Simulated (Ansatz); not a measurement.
Abridged output of a molecular run in Ansatz:

```
Functional definition: HF
1486 factors; integrals over basis functions are off by at most 1.4e-3 eV
mean field evaluation 1: about -13690.1692 eV, gradient 3.0e1 eV
mean field evaluation 2: about -13690.4042 eV, gradient 3.0e1 eV
mean field evaluation 4: about -13693.2092 eV, gradient 3.3e0 eV
mean field evaluation 8: about -13693.2495 eV, gradient 1.7e-1 eV
mean field -13693.24969591 eV, -503.2176447068 hartree, gradient 9.7e-7 eV, S^2 0.000000; 0 other end points of the search recorded, 0 dependent functions left out
8 core orbitals not correlated: weight in the atoms' cores, before any rotation towards them, 1.000 or more for the frozen orbitals, at most 0.000 for the correlated occupied ones
reference -13693.24969591 eV, -503.2176447068 hartree; 13, 13 occupied and 240, 240 virtual orbitals, 1486 factors
second order -18.46764292 eV of doubles, -0.00000000 eV of singles
cycle   1  -19.48115673 eV  change    -1.0e0 eV  update   8.9e-2
cycle   2  -19.98761004 eV  change   -5.1e-1 eV  update   2.5e-2
cycle   3  -20.05482779 eV  change   -6.7e-2 eV  update   9.8e-3
cycle   4  -20.05148163 eV  change    3.3e-3 eV  update   2.4e-3
cycle   5  -20.05106077 eV  change    4.2e-4 eV  update   9.6e-4
cycle   6  -20.05097560 eV  change    8.5e-5 eV  update   3.0e-4
cycle   7  -20.05091593 eV  change    6.0e-5 eV  update   1.1e-4
cycle   8  -20.05092812 eV  change   -1.2e-5 eV  update   3.8e-5
cycle   9  -20.05092954 eV  change   -1.4e-6 eV  update   1.2e-5
perturbative correction -0.80592632 eV, -0.0296172460 hartree
Total energy: -13714.10655178 eV, -503.9841200225 hartree
```

Its atoms:

Z-matrix (Å, degrees):
```
B
S 1 1.924
H 1 1.210 2 103.1
H 1 1.212 2 105.2 3 -120.8
H 1 1.210 2 103.1 3 118.4
C 2 1.789 1 103.4 3 68.7
C 2 1.789 1 103.4 3 172.9
H 6 1.089 2 106.7 1 -69.0
H 6 1.090 2 109.4 1 49.3
H 6 1.090 2 110.2 1 171.9
H 7 1.090 2 109.4 1 -49.3
H 7 1.089 2 106.7 1 69.0
H 7 1.090 2 110.2 1 -171.9
```

(1) Which basis set was used?
A. cc-pV(D+d)Z
B. def2-TZVPP
C. def2-SVPD
D. def2-QZVPP

(2) Write the keys of the input that set method, charge and spin (a neutral closed shell needs none for the last two).

## Answers

(1) B. It gives 261 functions.

(2) 
```yaml
correlation: {method: ccsd_t}
```
